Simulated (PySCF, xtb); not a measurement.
Ti(OH)3(SH) (H4O3STi), SMILES [OH][Ti]([OH])([OH])[SH], multiplicity 1.

GFN2-xTB (xtb) at its own geometry gives an orbital gap of 2.93 eV and a dipole moment of 5.60 D.

Geometry optimised at B3LYP-D3(BJ)/def2-SVP. The multiplicity is an assumed one; no other spin state was optimised. The structure was generated by enumeration; whether it is a known compound was not checked. The values are those of a single conformer.

Problem. What does ωB97X/def2-TZVP (PySCF) give? (Estimate from the structure and the level; the computed values follow.)

Solution. gap 9.96 eV (levels -9.59 and 0.38 eV), dipole 1.94 D.
